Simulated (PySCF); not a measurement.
Species: C2H8FGaO.
Cartesian coordinates in Å at the PBE0-D3(BJ)/def2-SVP level; atoms count from 1:
```xyz
13
C2H8FGaO angstrom
C     -0.7071   -1.1205   -0.6256
O     -0.2990   -0.2103    0.3846
C     -0.9666    1.0411    0.3150
Ga     1.7991   -0.0067    0.5212
F      1.8211    0.7720   -1.0891
H     -1.7852   -1.3236   -0.5272
H     -0.4834   -0.7121   -1.6241
H     -0.1413   -2.0479   -0.4751
H     -2.0545    0.8851    0.3871
H     -0.6230    1.6400    1.1672
H     -0.7123    1.5581   -0.6239
H      2.2325   -1.5136    0.4786
H      1.9100    1.0200    1.7012
```

Jobs on this species (13 atoms, 68 electrons) with PySCF (density fitting). Hardware of each: an Arm Neoverse V2 with one thread, on a shared host. The host was shared with other jobs, so the times are rough. Peak memory is the resident size of the whole Python process, interpreter and libraries included.

| level and settings | work | basis functions | SCF cycles | wall time | peak memory |
| --- | --- | --- | --- | --- | --- |
| delta-SCF UKS B3LYP, pcX-2 on the ionised atom, pcseg-1 elsewhere, spin-free X2C | ΔSCF core ionisation, 3 holes | 154 | ? | ? | ? |
| delta-SCF UKS HF, pcX-2 on the ionised atom, pcseg-1 elsewhere, spin-free X2C | ΔSCF core ionisation, 3 holes | 154 | 44 | 18 s | 0.52 GiB |
| delta-SCF UKS PBE, pcX-2 on the ionised atom, pcseg-1 elsewhere, spin-free X2C | ΔSCF core ionisation, 3 holes | 154 | 48 | 16 s | 0.52 GiB |
| delta-SCF UKS SCAN, pcX-2 on the ionised atom, pcseg-1 elsewhere, non-relativistic | ΔSCF core ionisation, 3 holes | 154 | 50 | 23 s | 0.52 GiB |
| delta-SCF UKS SCAN, def2-TZVP on the ionised atom, pcseg-1 elsewhere, spin-free X2C | ΔSCF core ionisation, 3 holes | 140 | 49 | 21 s | 0.52 GiB |
| delta-SCF UKS PBE0, pcX-2 on the ionised atom, pcseg-1 elsewhere, spin-free X2C | ΔSCF core ionisation, 3 holes | 154 | 44 | 30 s | 0.63 GiB |
| delta-SCF UKS SCAN, pcX-2 on the ionised atom, pcseg-1 elsewhere, spin-free X2C | ΔSCF core ionisation, 3 holes | 154 | 50 | 23 s | 0.52 GiB |
| delta-SCF UKS SCAN, pcX-1 on the ionised atom, pcseg-1 elsewhere, spin-free X2C | ΔSCF core ionisation, 3 holes | 133 | 47 | 19 s | 0.52 GiB |
| PBE0-D3(BJ)/def2-SVP, grid level 1 | geometry optimisation from a GFN2-xTB start shaken at random | 128 | 106 | 2.1 min | 0.54 GiB |

Question: Fill in the missing figures.

Answer: 
- delta-SCF UKS B3LYP, pcX-2 on the ionised atom, pcseg-1 elsewhere, spin-free X2C; ΔSCF core ionisation, 3 holes: 29 s, 0.63 GiB, 46 SCF cycles

Question: What do all jobs in the table cost together?

Answer: About 5.1 min; the longest takes about 41 % of that, and about 7.9 times as long as the shortest.
